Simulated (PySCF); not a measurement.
Relaxation of doublet InF2

All numbers come from UPBE0 in PySCF with In def2-TZVP with ECP28, F def2-TZVP; scalar-relativistic core potentials, no spin–orbit coupling; density-fitted integrals. A (50,194) grid was used.

A hand-made bent start, of C2v symmetry, held to at least that symmetry:

```xyz
3
charge 0 multiplicity 2, angstrom
In    0.0000    0.0000   -0.2936
F     1.6875    0.0000    0.8880
F    -1.6875    0.0000    0.8880
```

Task: What forces act on the atoms at the start (eV/Å)?

Result: 
| atom | Fx | Fy | Fz |
| --- | --- | --- | --- |
| In1 | 0.00 | 0.00 | 1.97 |
| F2 | -1.17 | 0.00 | -0.98 |
| F3 | 1.17 | 0.00 | -0.98 |

Task: What does it relax to?

Result: It ends at C2v with In–F 1.957 Å (×2); F–In–F 116.5° (after a last refinement on a finer grid). A frequency run shows a minimum.

Task: How much energy is released, and in how many steps?

Result: 18.0 kJ/mol in 4 steps.

No spin–orbit coupling is included, which matters more the heavier the element.

The relaxation took 11 s on 4 threads of a shared Arm Neoverse N1 host, with 112 basis functions and 5 gradients; the process peaked at 0.55 GiB. Launch command: `OMP_NUM_THREADS=4 python axn.py task.json out`.
